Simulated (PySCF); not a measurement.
Stepwise substitution at one centre (B CH3-NH2). Isolated molecules, 0 K electronic values unless said otherwise. Strings in code marks are SMILES.

These are PySCF 2.14.0 with PBE-D3(BJ)/def2-TZVP // B3LYP-D3(BJ)/def2-TZVP values and carry that method's errors. Excitations are Tamm–Dancoff values on a coarser integration grid. The basis has no diffuse functions, so Rydberg states are missing or too high.

| species | S1 excitation (TDA) (eV) | HOMO–LUMO gap (eV) | T1 excitation (TDA) (eV) | dipole moment (D) | HOMO (eV) |
|---|---|---|---|---|---|
| 0 of 3 CH3 replaced by NH2 | 6.10 | (withheld) | 5.56 | 0.03 | -7.11 |
| 1 of 3 CH3 replaced by NH2 (`CB(N)C`) | (withheld) | 6.78 | 6.22 | 1.32 | -6.69 |
| 2 of 3 CH3 replaced by NH2 | (withheld) | 5.45 | (withheld) | 1.14 | -5.34 |
| 3 of 3 CH3 replaced by NH2 (`NB(N)N`) | 5.24 | 5.17 | 5.05 | 0.02 | (withheld) |

Some entries are withheld; supply them.


- 0 of 3 CH3 replaced by NH2, HOMO–LUMO gap (eV): 5.94
- 1 of 3 CH3 replaced by NH2 (`CB(N)C`), S1 excitation (TDA) (eV): 6.86
- 2 of 3 CH3 replaced by NH2, S1 excitation (TDA) (eV): 5.52
- 2 of 3 CH3 replaced by NH2, T1 excitation (TDA) (eV): 5.32
- 3 of 3 CH3 replaced by NH2 (`NB(N)N`), HOMO (eV): -5.08
